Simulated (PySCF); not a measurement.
## Working out the excitation energy of In⁺

In⁺ [Kr] 4d10 5s2 (1S) → In⁺ [Kr] 4d10 5s1 6s1 (3S). All numbers are calculated (PySCF 2.14, a scalar-relativistic core potential, in aug-cc-pVDZ-PP with ECP28MDF (5s4p3d, 32 functions)). Frozen: 4s2 4p6 4d10. Energies in hartree (1 hartree = 27.21139 eV):

```
             part  In⁺ (lower)  In⁺ (upper)
              UHF  -189.014357  -188.641453
MP2 opposite-spin    -0.020890     0.000000
    MP2 same-spin     0.000000    -0.002760
```

Question: What does Hartree-Fock give?

Answer: (-188.641453) − (-189.014357) = 0.372904 hartree = 10.147 eV.

Question: What do MP2 and SCS-MP2 (6/5 opposite-spin, 1/3 same-spin) give?

Answer: The opposite-spin parts differ by 0.568 eV and the same-spin parts by -0.075 eV. MP2: 10.147 + (0.568) + (-0.075) = 10.640 eV. SCS-MP2: 10.147 + 1.2 × (0.568) + (-0.075)/3 = 10.804 eV.

Measured between the centres of the two terms (NIST): 11.645 eV, so MP2 (valence) is off by -1.005 eV.

A double-zeta basis recovers only part of the correlation energy.

What remains against the reference includes basis incompleteness, the frozen core and correlation beyond second order.
